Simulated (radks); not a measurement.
Mg, configuration [He] 2s1 2p6 3s2 3p1 (not the ground configuration). Method: scalar-relativistic Kohn-Sham, r2SCAN, spin-unpolarised, spherical densities, finite nucleus; meta-GGA in the generalised Kohn-Sham scheme; Fermi nuclear charge, rms radius 3.057 fm; computed with a radial shooting solver on a logarithmic mesh with Libxc functionals.

Unscreened Slater integrals over Kohn-Sham orbitals (eV).

integral     value
F0(3p,3p)   7.1617
F2(3p,3p)   3.5840
F0(3p,3s)   7.9706
G1(3p,3s)   5.0758
F0(3p,2p)   9.8365
F2(3p,2p)   1.2325
G0(3p,2p)  0.47477
G2(3p,2p)  0.44912
F0(3p,2s)   9.7929
G1(3p,2s)  0.37649
F0(3s,3s)   9.1266
F0(3s,2p)   12.171
G1(3s,2p)  0.71517
F0(3s,2s)   12.132
G0(3s,2s)  0.56220
F0(2p,2p)   38.508
F2(2p,2p)   17.613
F0(2p,2s)   37.338
G1(2p,2s)   22.440
F0(2s,2s)   36.631

Derived for the open shells (J is the average intra-shell exchange parameter used in DFT+U). 3p: J = F2/5 = 0.7168 eV.
